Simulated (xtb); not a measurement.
OS (SMILES O=S), triplet, at a GFN2-xTB geometry; GFN2-xTB with GBSA(thf) run with xtb.

Here is a job for xtb.
```
$ xtb mol.xyz --gfn 2 --uhf 2 --gbsa thf --json

# file mol.xyz
2

O     -0.00000000    -0.00000000    -0.97800273
S      0.00000000     0.00000000     0.48900137
```

It wrote (shortened):

```
   ID    Z sym.   atoms
    1    8 O      1
    2   16 S      2

           -------------------------------------------------
          |                Calculation Setup                |
           -------------------------------------------------

           -------------------------------------------------
          |                 G F N 2 - x T B                 |
           -------------------------------------------------

      * Solvation model:               GBSA
        Solvent                        thf
        Parameter file                 internal GFN2-xTB/GBSA
        Dielectric constant                7.6000E+00
        Reference state                gsolv [1 M gas/solution]
        Free energy shift                  3.3994E-03 Eh       2.1331E+00 kcal/mol
        Temperature                        2.9815E+02 K
        Density                            8.8300E-01 kg/L
        Solvent mass                       7.2106E+01 g/mol
        Interaction kernel             Still
        Born radius scaling (c1)           1.5128E+00
        Born radii integrator          GBOBC
        Born offset                        6.0704E-04 a0       1.1471E-03 AA
        H-bond correction              true
        Ion screening                  false
        Surface tension                    1.0000E-05 Eh       1.5569E+01 dyn/cm
        Grid points                               230 per atom

          ...................................................
          :                      SETUP                      :
          :.................................................:
          :  # basis functions                  14          :
          :  # atomic orbitals                  13          :
          :  # shells                            5          :
          :  # electrons                        12          :
          :  max. iterations                   250          :
          :  Hamiltonian                  GFN2-xTB          :
          :  restarted?                      false          :
          :  GBSA solvation                   true          :
          :  PC potential                    false          :
          :  electronic temp.          300.0000000     K    :
          :  accuracy                    1.0000000          :
          :  -> integral cutoff          0.2500000E+02      :
          :  -> integral neglect         0.1000000E-07      :
          :  -> SCF convergence          0.1000000E-05 Eh   :
[...]
         :: total energy              -7.238238890445 Eh    ::
[...]
         6        1.0000           -0.3719692             -10.1218
         7        1.0000           -0.3719692             -10.1218 (HOMO)
         8                         -0.1781627              -4.8481 (LUMO)
         9                         -0.0398623              -1.0847
        10                         -0.0398623              -1.0847
        11                          0.0723753               1.9694
        12                          0.0723753               1.9694
        13                          0.7834330              21.3183
      -------------------------------------------------------------
                  HL-Gap            0.1938065 Eh            5.2737 eV
             Fermi-level           -0.3642248 Eh           -9.9111 eV

     #   Z          covCN         q      C6AA      α(0)
     1   8 O        0.859    -0.365    20.996     6.143
     2  16 S        0.859     0.365   125.264    18.931

 Mol. C6AA /au·bohr⁶  :        245.792494
 Mol. C8AA /au·bohr⁸  :       9690.161763
 Mol. α(0) /au        :         25.074145

Wiberg/Mayer (AO) data.
largest (>0.10) Wiberg bond orders for each atom

 ---------------------------------------------------------------------------
     #   Z sym  total        # sym  WBO       # sym  WBO       # sym  WBO
 ---------------------------------------------------------------------------
     1   8 O    2.128 --     2 S    2.128
     2  16 S    2.128 --     1 O    2.128
 ---------------------------------------------------------------------------

Topologies differ in total number of bonds
Writing topology from bond orders to xtbtopo.mol

molecular dipole:
                 x           y           z       tot (Debye)
 q only:        0.000       0.000       1.012
   full:       -0.000       0.000       0.815       2.071
molecular quadrupole (traceless):
                xx          xy          yy          xz          yz          zz
 q only:        0.468       0.000       0.468       0.000       0.000      -0.935
  q+dip:        0.993       0.000       0.993      -0.000       0.000      -1.987
   full:        1.045      -0.000       1.045      -0.000       0.000      -2.091

           -------------------------------------------------
          | TOTAL ENERGY               -7.238238890445 Eh   |
          | GRADIENT NORM               0.006367933279 Eh/α |
          | HOMO-LUMO GAP               5.273744653802 eV   |
           -------------------------------------------------

normal termination of xtb
```
